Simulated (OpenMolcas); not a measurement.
Tm2+: moving the ligands

Tm2+ with its 8 nearest fluoride ions at 2.433 Å, on the Ca site of CaF2 (a = 5.46294 Å, distance in the model lattice 2.366 Å). The rest of the host is ab initio model potentials to 7.6 Å and point charges beyond; the distance is set by hand and nothing relaxes. Ligand basis ANO-RCC-VDZP.
```
Tm    0.0000    0.0000    0.0000
F     1.4047    1.4047    1.4047
F     1.4047    1.4047   -1.4047
F     1.4047   -1.4047    1.4047
F     1.4047   -1.4047   -1.4047
F    -1.4047    1.4047    1.4047
F    -1.4047    1.4047   -1.4047
F    -1.4047   -1.4047    1.4047
F    -1.4047   -1.4047   -1.4047
```

```json
{
  "Program": "OpenMolcas",
  "Method": "SS-CASPT2, IPEA 0.25 Eh, imaginary shift 0.1 Eh (closed shells correlated: 5s 5p and the ligand valence shells)",
  "Basis": "ANO-RCC-VDZP [7s6p4d2f1g]",
  "Scalar Hamiltonian": "DKH2, point nucleus",
  "Active space": "13 electrons in 7 orbitals (4f)",
  "State averaging": "2S+1 = 2 odd, 7 roots",
  "Spin-orbit coupling": "RASSI with atomic mean-field integrals over the reference wave functions"
}
```

Runs around this geometry, states (labels of O, the rotations of Oh). Energies in cm-1 above the lowest state or level, χT in cm3 K/mol.

```csv
R (Å),Ground state,First state of that spin,First gap with spin-orbit (degeneracies),Width of lowest J,χT at 300 K
2.366,2A2,2T2 780,"510 (2, 4)",561,2.180
2.433,2A2,2T2 650,"410 (2, 4)",449,2.293
2.47,2A2,2T2 560,"360 (2, 4)",398,2.356
```

Taking the width of the lowest J multiplet as R^-n, n = -ln(398 / 561) / ln(2.47 / 2.366) = 8.0 between the shortest and longest distance.

Roots that are degenerate in the reference are averaged as groups; the widest CASPT2 spread within a group is 55 cm-1 (the 3-fold group of multiplicity 2 near 652 cm-1 above the lowest state of its run, R = 2.433). Shifts and gaps below about the spread of the groups concerned are not significant. Over all roots computed the reference weight is 0.65 in R = 2.366, 0.65 in R = 2.433, 0.65 in R = 2.47; a low but even weight reflects the number of correlated electrons. Splittings of an f shell from a small cluster at a set distance can be off by tens of per cent, mostly too small. No measured value stands beside these numbers; the geometry was set by hand and not optimised.
